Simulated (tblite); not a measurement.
Compound: C6H16N2.
Cartesian coordinates in Å at the GFN2-xTB level; atoms count from 1:
```
atom  x, y, z in Å
C1    -0.063    2.459    0.571
C2     0.670    1.147    0.816
N3     0.212    0.130   -0.113
C4     1.070   -1.048   -0.168
C5     2.290   -0.798   -1.049
N6    -1.168   -0.113    0.053
C7    -1.544   -1.040    1.104
C8    -1.799   -0.428   -1.209
H9    -1.130    2.316    0.714
H10    0.291    3.223    1.259
H11    0.108    2.791   -0.449
H12    1.739    1.288    0.646
H13    0.535    0.839    1.869
H14    1.395   -1.374    0.835
H15    0.490   -1.859   -0.614
H16    2.958   -0.068   -0.602
H17    2.840   -1.725   -1.188
H18    1.972   -0.426   -2.019
H19   -1.353   -2.095    0.853
H20   -1.003   -0.794    2.016
H21   -2.610   -0.921    1.294
H22   -1.600   -1.453   -1.558
H23   -1.436    0.275   -1.956
H24   -2.876   -0.307   -1.097
```

All values are computed: GFN2-xTB (tblite) harmonic vibrations without scaling, gas phase. Errors from tens to a few hundred cm⁻¹ against measured bands are possible. One conformer, not necessarily the lowest.

Harmonic wavenumbers (cm⁻¹): 57.6, 70.3, 110.4, 169.1, 186.0, 193.3, 210.5, 219.9, 264.6, 290.2, 333.0, 389.2, 454.5, 498.2, 529.9, 761.6, 821.0, 834.2, 918.9, 980.1, 1005.7, 1030.4, 1068.2, 1075.8, 1085.3, 1093.9, 1120.2, 1140.4, 1169.4, 1200.3, 1211.5, 1246.0, 1270.9, 1283.3, 1344.9, 1352.9, 1397.2, 1401.5, 1405.3, 1413.1, 1470.5, 1476.3, 1480.4, 1481.9, 1487.5, 1492.6, 1494.1, 1500.1, 1501.8, 1503.3, 2804.7, 2821.3, 2846.2, 2855.5, 2969.3, 2983.1, 3000.3, 3005.8, 3023.6, 3033.2, 3036.9, 3041.6, 3046.5, 3050.7, 3052.5, 3060.3.

A = 2039, B = 1747, C = 1241 MHz; mass 116.131 u (most abundant isotopes); point group C1, symmetry number 1.

Problem. Zero-point energy?

Solution. ½Σν̃ = 47564 cm⁻¹ = 135.99 kcal/mol.

Problem. Give the ideal-gas entropy at 500 K and 1 bar in the rigid-rotor, harmonic-oscillator model (classical rotation).

Solution. Translation 42.76, rotation 30.22, vibration 54.65: S = 127.6 cal/(mol K).

Problem. And Cp and H(500 K) − H(0)?

Solution. Cp = 63.53 cal/(mol K), of which vibrations give 55.58 (their classical limit is 66 R = 131.2); H(500 K) − H(0) = 18.11 kcal/mol without the zero-point energy, 14.14 from vibrations.

Problem. How do the functions run with temperature in this model?

Solution. 
| T (K) | S (cal/(mol K)) | Cp (cal/(mol K)) | H − H(0) (kcal/mol) | G − H(0) (kcal/mol) | ln q(vib) |
| --- | --- | --- | --- | --- | --- |
| 100 | 68.9 | 20.7 | 1.35 | -5.55 | 1.63 |
| 200 | 86.7 | 31.2 | 3.97 | -13.37 | 4.58 |
| 300 | 101.2 | 41.4 | 7.58 | -22.78 | 7.54 |
| 800 | 163.2 | 87.9 | 41.11 | -89.46 | 21.67 |
| 1000 | 184.1 | 99.0 | 59.86 | -124.22 | 27.01 |

q(vib) and H(0) count from the zero-point level.

Problem. Blend soft modes into free rotors: weight 1/[1 + (100 cm⁻¹/ν̃)⁴] for the oscillator and the rest for a rotor with moment μB/(μ + B), μ = h/(8π²ν), B = 10⁻⁴⁴ kg m². What vibrational entropy results?

Solution. 51.43 cal/(mol K) in place of 54.65, which changes −T·S at 500 K by +1.61 kcal/mol.

Problem. What must be added to the electronic energy to get the Gibbs energy at 500 K and 1 bar?

Solution. ZPE + [H(500 K) − H(0)] − T·S = 135.99 + 18.11 − 63.81 = 90.29 kcal/mol.

Problem. Which modes carry the vibrational entropy at 500 K?

Solution. 57.6 cm⁻¹: 5.56; 70.3 cm⁻¹: 5.17; 110.4 cm⁻¹: 4.27; 169.1 cm⁻¹: 3.44; 186.0 cm⁻¹: 3.25; 193.3 cm⁻¹: 3.18 cal/(mol K); the other 60 give 29.78 together.

Hindered rotation and anharmonicity are outside this model. Other conformers, if any are populated, would add a mixing term that is left out. The structure is chiral; the term R ln 2 for an equal mix with its mirror image is left out.
